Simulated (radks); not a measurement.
Method: scalar-relativistic Kohn-Sham, PBE, spin-unpolarised, spherical densities, finite nucleus; Fermi nuclear charge, rms radius of each element as measured or else 0.836 A^(1/3) + 0.57 fm; computed with a radial shooting solver on a logarithmic mesh with Libxc functionals. Each species is in its NIST ground configuration. Rank Mn, Ti, Sc, Fe, V, Cr, Cu, Ni, Zn, Co by radius at which the density is 0.001 e/bohr^3 (bohr), largest first.

Answer. Sc 4.97, Ti 4.84, V 4.73, Mn 4.54, Cr 4.49, Fe 4.46, Co 4.38, Ni 4.31, Zn 4.19, Cu 4.10.
